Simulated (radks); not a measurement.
Problem. The zinc ion Zn+ is in [Ar] 3d10 4s1. All-electron calculation, scalar-relativistic Kohn-Sham, PBEsol, spin-polarised, spherical densities, finite nucleus; Fermi nuclear charge, rms radius of each element as measured or else 0.836 A^(1/3) + 0.57 fm. Program: a radial shooting solver on a logarithmic mesh with Libxc functionals. Open shells are filled with parallel spins first. One electron is removed from 3d, 3p, 3s, 4s in turn, with full relaxation. Which removal costs least, and what does each cost?

Solution. 4s 18.688 eV; 3d 28.123 eV; 3p 102.19 eV; 3s 148.01 eV. The 4s electron leaves first.
